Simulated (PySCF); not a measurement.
# Calculated NMR parameters of CC#[C][AlH][C](C)(C)C

- Formula: C7H13Al
- SMILES: CC#[C][AlH][C](C)(C)C
- Point group of the computed structure: C1
- Carbon signals: 5
- Proton signals: 3

Numbering as in the mapped SMILES `[CH3:1][C:2]#[C:3][AlH:4][C:5]([CH3:6])([CH3:7])[CH3:8]` (H(Xn): hydrogen on atom n).

PySCF 2.14 calculation with shieldings: GIAO PBE0/pcSseg-1 and PBE0-D3(BJ)/def2-SVP structure; no solvent, one computed conformer, rapidly exchanging positions averaged, relativity neglected.

References, each an isolated molecule treated in the same way: $^{1}$H (σ = 31.27 ppm) and $^{13}$C (σ = 184.41 ppm) against TMS; $^{27}$Al (σ = 489.28 ppm) vs AlH4-.

| carbon | δC, type | δH (multiplicity) | HMBC from (2–3 bonds) | span of the C tensor (ppm) |
| --- | --- | --- | --- | --- |
| C1 | 6.1, CH3 | 1.99 (s) | – | 26 |
| C2 | 118.9, C | – | H(Al4), H(C1) | 293 |
| C3 | 95.6, C | – | H(Al4), H(C1) | 265 |
| C5 | 18.4, C | – | H(Al4), H(C6)/H(C7)/H(C8) | 15 |
| C6/C7/C8 | 28.3, CH3 | 0.99 (s) | H(Al4), H(C6)/H(C7)/H(C8) | 43 |

Other nuclei:
```tsv
atoms	nucleus	environment	δ (ppm)	σ (ppm)
H(Al4)	$^{1}$H	hydrogen on an aluminium bonded to 2 C	4.86	26.41
Al4	$^{27}$Al	aluminium bonded to 2 C, H	161.8	327.5
```

1. δC 118.9, 95.6: alkyne carbon.
2. δC 28.3: methyl carbon; a saturated carbon with 1 carbon neighbour and no heteroatom attached.
3. δC 18.4: fully substituted sp3 carbon bonded to Al.
4. δC 6.1: propargylic methyl carbon; a saturated carbon with 1 carbon neighbour and no heteroatom attached.
5. δH 4.86: hydrogen on an aluminium bonded to 2 C.

Hydrides on Al or Ga are broadened by the quadrupolar metal nucleus. Shifts are as computed. Against solution values, carbons near 30 ppm lie about +2 ppm off and those near 130 ppm about +5 ppm. Of 1211 compounds with measured shifts, 218 miss one by over three times the rms of a fit or turn the order of signals round; such compounds aren't used in these exercises. Multiplicities follow the n + 1 count of equivalent neighbours, as no J values were calculated; m marks all less simple cases, F and P coupling included.
